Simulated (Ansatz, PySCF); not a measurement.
Dimer: ethylamine (SMILES CCN) (first 10 atoms) with NH3 (SMILES N); geometry from B3LYP-D3(BJ)/def2-TZVP.
(charge 0, multiplicity 1):
```json
[
 {"atom": "C", "x (Å)": "1.3411", "y (Å)": "0.2681", "z (Å)": "0.3568"},
 {"atom": "C", "x (Å)": "-0.1120", "y (Å)": "0.6768", "z (Å)": "0.1757"},
 {"atom": "N", "x (Å)": "-1.0094", "y (Å)": "-0.3729", "z (Å)": "0.6788"},
 {"atom": "H", "x (Å)": "2.0087", "y (Å)": "1.0483", "z (Å)": "-0.0130"},
 {"atom": "H", "x (Å)": "1.5587", "y (Å)": "0.0941", "z (Å)": "1.4108"},
 {"atom": "H", "x (Å)": "1.5605", "y (Å)": "-0.6468", "z (Å)": "-0.2013"},
 {"atom": "H", "x (Å)": "-0.2981", "y (Å)": "0.9239", "z (Å)": "-0.8788"},
 {"atom": "H", "x (Å)": "-0.3093", "y (Å)": "1.5816", "z (Å)": "0.7555"},
 {"atom": "H", "x (Å)": "-1.9799", "y (Å)": "-0.1173", "z (Å)": "0.5373"},
 {"atom": "H", "x (Å)": "-0.8553", "y (Å)": "-1.2390", "z (Å)": "0.1737"},
 {"atom": "N", "x (Å)": "0.0163", "y (Å)": "-0.1756", "z (Å)": "3.6986"},
 {"atom": "H", "x (Å)": "0.2881", "y (Å)": "-1.0676", "z (Å)": "4.0964"},
 {"atom": "H", "x (Å)": "-0.6732", "y (Å)": "0.2289", "z (Å)": "4.3221"},
 {"atom": "H", "x (Å)": "-0.4417", "y (Å)": "-0.3638", "z (Å)": "2.8062"}
]
```

Monomers are frozen at their geometry in the pair; levels with a basis set take the counterpoise correction. Rows marked so take none.

Rows in 6-31G*, STO-3G carry no dispersion term and start afresh at each structure (6-31G* with six Cartesian d functions).

The values were computed with Ansatz (an electronic-structure program); PySCF for 6-31G* rows, STO-3G rows, the dispersion terms. Values without a source in brackets are computed.

Q: One of these levels gives -3.12 kcal/mol for the interaction energy. Name it.
(A) HF/STO-3G (no counterpoise)
(B) BLYP/def2-TZVPPD
(C) BLYP-D3(BJ)/def2-TZVPPD
(D) B3LYP/6-31G* (no counterpoise)

A: A, HF/STO-3G (no counterpoise). The others give -1.90 (BLYP/def2-TZVPPD), -4.02 (BLYP-D3(BJ)/def2-TZVPPD), -5.03 (B3LYP/6-31G* (no counterpoise))
